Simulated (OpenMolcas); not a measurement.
Ho2+ in a point-charge field

Ho2+ among 8 point charges of -1 e arranged as a square antiprism (D4d), 3.01 Å from the ion, with a polar angle of 61.9° against the regular 57.3°.

- Program: OpenMolcas
- Method: CASSCF
- Basis: ANO-RCC-VDZP [7s6p4d2f1g]
- Scalar Hamiltonian: DKH2, point nucleus
- Active space: 11 electrons in 7 orbitals (4f)
- State averaging: 2S+1 = 4 odd, 35 roots; 2S+1 = 2 odd, 73 roots kept (CI in the orbitals of an earlier block)
- Spin-orbit coupling: RASSI with atomic mean-field integrals over the reference wave functions

The lowest spin-free states, above the lowest:

| State | Degeneracy | E (cm-1) | Free-ion L (%) |
| --- | --- | --- | --- |
| 2S+1 = 4 | 2 | 0.0 | I (100) |
| 2S+1 = 4 | 2 | 94.6 | I (100) |
| 2S+1 = 4 | 2 | 173.6 | I (100) |
| 2S+1 = 4 | 2 | 221.8 | I (100) |
| 2S+1 = 4 | 2 | 243.2 | I (100) |
| 2S+1 = 4 | 2 | 249.3 | I (100) |
| 2S+1 = 4 | 1 | 250.0 | I (100) |
| 2S+1 = 2 | 1 | 16611 | H (100) |
| 2S+1 = 2 | 2 | 16613 | H (100) |
| 2S+1 = 2 | 2 | 16620 | H (100) |
| 2S+1 = 2 | 2 | 16632 | H (100) |
| 2S+1 = 2 | 2 | 16658 | H (100) |
| 2S+1 = 2 | 2 | 16704 | H (100) |
| 2S+1 = 4 | 1 | 16848 | F (100) |
| 2S+1 = 4 | 2 | 16886 | F (100) |
| 2S+1 = 4 | 1 | 16997 | S (100) |
| 2S+1 = 4 | 2 | 17005 | F (100) |
| 2S+1 = 4 | 2 | 17148 | F (100) |
| 2S+1 = 2 | 1 | 22011 | G (100) |
| 2S+1 = 2 | 2 | 22026 | G (100) |

The lowest levels with spin-orbit coupling:

| E (cm-1) | Degeneracy | 2S+1 | J | |mJ| (%) | g |
| --- | --- | --- | --- | --- | --- |
| 0.0 | 2 | 4 | 7.50 | 15/2 (100) | 0.00 0.00 17.97 |
| 80.4 | 2 | 4 | 7.50 | 13/2 (100) | 0.00 0.00 15.56 |
| 150.1 | 2 | 4 | 7.50 | 11/2 (100) | 0.00 0.00 13.16 |
| 201.9 | 2 | 4 | 7.50 | 9/2 (100) | 0.00 0.00 10.76 |
| 235.4 | 2 | 4 | 7.50 | 7/2 (100) | 0.00 0.00 8.37 |
| 254.2 | 2 | 4 | 7.50 | 5/2 (100) | 0.00 0.00 5.98 |
| 263.1 | 2 | 4 | 7.50 | 3/2 (100) | 0.00 0.00 3.59 |
| 266.4 | 2 | 4 | 7.50 | 1/2 (100) | 1.20 9.58 9.58 |
| 5540 | 2 | 4 | 6.50 | 13/2 (100) | 0.00 0.00 14.40 |
| 5622 | 2 | 4 | 6.50 | 11/2 (100) | 0.00 0.00 12.17 |
| 5685 | 2 | 4 | 6.50 | 9/2 (100) | 0.00 0.00 9.94 |
| 5729 | 2 | 4 | 6.50 | 7/2 (100) | 0.00 0.00 7.73 |
| 5757 | 2 | 4 | 6.50 | 5/2 (100) | 0.00 0.00 5.52 |
| 5772 | 2 | 4 | 6.50 | 3/2 (100) | 0.00 0.00 3.32 |
| 5779 | 2 | 4 | 6.50 | 1/2 (100) | 1.11 7.75 7.75 |
| 9127 | 2 | 4 | 5.50 | 11/2 (100) | 0.00 0.00 10.76 |
| 9202 | 2 | 4 | 5.50 | 9/2 (100) | 0.00 0.00 8.80 |
| 9256 | 2 | 4 | 5.50 | 7/2 (100) | 0.00 0.00 6.84 |
| 9290 | 2 | 4 | 5.50 | 5/2 (100) | 0.00 0.00 4.89 |
| 9310 | 2 | 4 | 5.50 | 3/2 (100) | 0.00 0.00 2.94 |

Powder χT (cm3 K/mol): 10.1 at 2 K, 10.3 at 10 K, 11 at 50 K, 11.3 at 100 K, 11.4 at 200 K, 11.4 at 300 K. The effective moment at 300 K is 2.828 √(χT) = 9.56 μB.

Hund's rules give f11 the level 4I15/2 with g = 1.200, so an isolated free-ion multiplet has χT = g² J(J+1) / 8 = 11.475 cm3 K/mol. The computed 11.428 at 300 K differs by 0 %, through the field's splitting, the mixing of terms and any other multiplet in reach.

Stevens parameters of the J = 15/2 multiplet, which is 266 cm-1 wide (cm-1, z along the main axis): B20 = -1.598e+00, B40 = -1.043e-03, B60 = 3.746e-06.

High states are left out of the spin-orbit mixing, which shifts the levels that they would mix with. This is an electrostatic model: the charges have no orbitals. An unlabelled pair can be two single states that coincide in this model. The first state left out of the spin-orbit step lies near 46000 cm-1 above the lowest spin-free state of the reference (among the parities and spins computed), and the lists stop at four fifths of that energy or lower. No measured value stands beside these numbers.

A state without a sure symmetry label is named by its multiplicity alone.
